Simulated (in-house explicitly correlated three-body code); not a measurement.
Computed with an exponentially correlated three-body code. Model: two electrons around a point charge, non-relativistic, variational in 260 exponentially correlated functions (energies converged to about 1e-7 hartree, or 1e-8 relative for large Z).

Command:
```bash
python run_hyl.py task.json out
```
Settings (lengths in bohr, energies in hartree):
```
Z                      8
nuclear_mass           7
interaction_strength   1
functions              260
states_tried           13
```

Run time, properties included: 30 s on 1 thread of Intel(R) Xeon(R) Platinum 8375C CPU @ 2.90GHz (Ice Lake) (shared host).

**Those bound S and P states to n = 4 that converged, binding against the one-electron ion.**

Given: nuclear charge 8; mass of the centre 7 electron masses.

Computed: one-electron threshold -28 hartree.

```tsv
term	energy (hartree)	binding (eV)
1 1S	-51.8144815	648.03
2 3P	-34.0232141	163.9
2 3S	-33.7431576	156.28
2 1S	-33.5544666	151.14
2 1P	-33.0075209	136.26
3 3P	?	?
3 3S	-30.5030974	68.113
3 1S	-30.4515377	66.71
4 3S	?	?
4 1S	-29.3744159	37.4
```

Problem. What belongs in the row 3 3P?

Solution. energy (hartree): -30.5510591; binding (eV): 69.418.

Problem. What belongs in the row 4 3S?

Solution. energy (hartree): -29.3955097; binding (eV): 37.974.

**Converged states only, values per electron or pair.**

```tsv
term	mean r (bohr)	mean r squared (bohr²)	mean inverse r (1/bohr)	mean r12 (bohr)	mean inverse r12 (1/bohr)	mean cosine	mean p1 dot p2 (bohr⁻²)	delta r1 (bohr⁻³)	delta r12 (bohr⁻³)
1 1S	0.22432	0.067493	6.7403	0.32216	4.2164	0.032752	-1.4716	100.82	11.385
2 3P	0.4686	0.34609	4.3519	0.77105	1.5832	-0.05726	-4.6291	53.773	-
2 3S	0.56665	0.52226	4.2955	0.94782	1.2412	0.020159	-0.28834	60.072	-
2 1S	0.58005	0.55266	4.2853	0.9684	1.4567	0.004383	-1.1744	59.778	2.0334
2 1P	0.54983	0.49719	4.2155	0.89836	1.4326	0.06006	1.5322	55.233	0.32874
3 3P	1.0615	2.1241	3.8617	1.9242	0.68526	-0.0055956	-1.1776	54.542	-
3 3S	1.1572	2.5341	3.8507	2.1121	0.60553	0.009359	-0.29176	56.172	-
3 1S	?	?	?	?	?	?	?	?	?
4 3S	?	?	?	?	?	?	?	?	-
4 1S	2.0172	8.2399	3.6953	3.826	0.37648	0.0040913	-0.28522	55.227	0.24692
```

Problem. What belongs in the row 3 1S?

Solution. mean r (bohr): 1.1781; mean r squared (bohr²): 2.6365; mean inverse r (1/bohr): 3.8478; mean r12 (bohr): 2.1524; mean inverse r12 (1/bohr): 0.66195; mean cosine: 0.0055409; mean p1 dot p2 (bohr⁻²): -0.50378; delta r1 (bohr⁻³): 56.109; delta r12 (bohr⁻³): 0.59012.

Problem. What belongs in the row 4 3S?

Solution. mean r (bohr): 1.9891; mean r squared (bohr²): 7.9985; mean inverse r (1/bohr): 3.6965; mean r12 (bohr): 3.7705; mean inverse r12 (1/bohr): 0.35375; mean cosine: 0.005604; mean p1 dot p2 (bohr⁻²): -0.20216; delta r1 (bohr⁻³): 55.249.
